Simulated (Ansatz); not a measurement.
`[NH2][GaH][Br]` + H₂Se → `[NH2][GaH][SeH]` + HBr at 298.15 K and 1 bar (ligand exchange at a Ga–Br bond).

Computed with Ansatz on PBE0-D4/def2-TZVP structures; ΔE is electronic, products minus reactants. CCSD(T)/CBS is the MP2 limit (def2-TZVPP, def2-QZVPP) plus CCSD(T) − MP2 in def2-TZVPP, frozen cores. For Br, Ga, Se outer-core shells are correlated without core-valence functions, which leaves a few kJ/mol of doubt a bond. Scalar relativity is left out up to krypton. One conformer a species, not always the lowest.

| species | CCSD(T)/CBS energy (Eh) | H − E (kJ/mol) | S (J/(mol·K)) |
| --- | --- | --- | --- |
| `[NH2][GaH][Br]` | -4553.84396 | 103.7 | 320.2 |
| H₂Se | -2401.89790 | 45.8 | 219.1 |
| `[NH2][GaH][SeH]` | -4381.81164 | 124.7 | 333.6 |
| HBr | -2573.91920 | 24.6 | 198.6 |

H − E and S are ideal-gas, rigid-rotor, harmonic terms from PBE0-D4/def2-TZVP, for one conformer and one mirror image of each species. 1 Eh = 2625.50 kJ/mol, R = 8.31446 J/(mol·K).

Problem. By hand: ΔE, ΔH, ΔS and ΔG.

Solution. ΔE = (-4381.81164) + (-2573.91920) − (-4553.84396) − (-2401.89790) = 0.01102 Eh = 28.9 kJ/mol. Δ(H − E) = 124.7 + 24.6 − 103.7 − 45.8 = -0.2, so ΔH = 28.7 kJ/mol. ΔS = 333.6 + 198.6 − 320.2 − 219.1 = -7.1 J/(mol·K). ΔG = 28.7 − 298.15 × (-7.1)/1000 = 30.8 kJ/mol.

Problem. By hand: the equilibrium constant, and the temperature at which ΔG would vanish if ΔH and ΔS stayed fixed.

Solution. log₁₀ K = −ΔG/(RT ln 10) = -5.4. ΔH and −TΔS have one sign here, so there is no such temperature.

The number of gas molecules stays the same, so ΔS is small and ΔH decides. A doubt of 5 kJ/mol in ΔE shifts log₁₀ K by 0.9 here. Other conformers and mirror images would add mixing entropy, several J/(mol·K) or more a flexible species. These are equilibria of isolated gas molecules and say nothing of rates. Largest T1 diagnostic: 0.012 (customary marks: 0.02 for closed shells, 0.045 for open ones).

ΔS is within the doubt of such terms, so its sign, and with it that verdict, could turn.
